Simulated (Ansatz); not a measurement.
Question: Name a neutral molecule of C, O, Si, Te and H with HOMO–LUMO gap (PBE/def2-TZVPP) between 3.70 and 4.00 eV and LUMO energy (PBE/def2-TZVPP) between -1.55 and -1.25 eV (Ansatz, PBE0-D4/def2-TZVP geometry).

Answer: `C[Te][SiH2]O` (3.74 eV, -1.42 eV). Other molecules can fit too; these were computed, each in one conformer that needn't be the lowest.
